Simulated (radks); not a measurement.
Numerical settings for the tantalum ion Ta3+, [Xe] 4f14 5d2. All-electron calculation, scalar-relativistic Kohn-Sham, PBEsol, spin-polarised, spherical densities, finite nucleus; open shells are filled with parallel spins first (spin-orbit coupling, left out, can overturn this in heavy ions); Fermi nuclear charge, rms radius 5.3507 fm. Program: a radial shooting solver on a logarithmic mesh with Libxc functionals. The defaults (mesh step 0.008 in ln r, mesh end at 40 bohr or more with all orbitals vanishing there, Anderson mixing 0.5 over 9 steps, residual threshold near 1e-9 with the energy settled to 1e-9 hartree or 1e-11 of itself, here a cap of 97 iterations) give E = -15595.9385 hartree and 5d at -29.883 eV in 16 iterations. Times are rough (one thread of a shared host). Changes against that run (0 stands for a change within the tolerance of the run):

setting                     iterations         converged  E (mhartree)  e(5d) (meV)  CPU (s)
mesh step in ln r 0.12               4                no      diverged            -     0.03
mesh step in ln r 0.005             16               yes             0            0     0.85
mesh step in ln r 0.012             16               yes             0            0     0.38
mesh end (bohr) 2                   14  level above zero     +5.67e+03    +4.53e+04      0.4
mesh end (bohr) 3                   16               yes          +388    +6.49e+03     0.49
residual threshold 0.001            11               yes             0       -0.162     0.45
residual threshold 1e-13            28               yes             0            0     0.68
mixing 1.5                          15               yes             0            0     0.49
linear mixing, mixing 0.8           97                no     +8.24e+04     -1.8e+05      5.3
linear mixing, mixing 0.05          97                no         -2.25        -60.6      2.5
mixing history 2                    23               yes             0            0     0.65
iteration cap 3                      3                no          +328    -2.35e+03     0.13

Settled on a wrong energy, with an occupied level pushed above zero by the early mesh end: mesh end (bohr) 2 (+5.67 hartree). Apart from these: settings that end as converged yet miss the energy by more than 1 mhartree: mesh end (bohr) 3 (+0.388 hartree). A mesh that ends early acts as a hard wall.
